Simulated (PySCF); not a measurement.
```xyz
6

Si    -0.5166     0.0992     0.0445
S      1.3442    -0.8600     0.4746
H     -0.4568     1.5567     0.3217
H     -0.9211    -0.1024    -1.3698
H     -1.4970    -0.5480     0.9484
H      2.0460    -0.1441    -0.4201
```

Charge 0, multiplicity 1.

Q: Give the Mulliken and meta-Löwdin atomic charges from PySCF with PBE-D3(BJ)/def2-TZVP // PBE0-D3(BJ)/def2-TZVP.

A: 
```json
[
 {"atom": "Si1", "Mulliken (e)": "0.17", "meta-Löwdin (e)": "0.40"},
 {"atom": "S2", "Mulliken (e)": "-0.29", "meta-Löwdin (e)": "-0.29"},
 {"atom": "H3", "Mulliken (e)": "-0.01", "meta-Löwdin (e)": "-0.08"},
 {"atom": "H4", "Mulliken (e)": "-0.01", "meta-Löwdin (e)": "-0.08"},
 {"atom": "H5", "Mulliken (e)": "-0.01", "meta-Löwdin (e)": "-0.07"},
 {"atom": "H6", "Mulliken (e)": "0.16", "meta-Löwdin (e)": "0.11"}
]
```
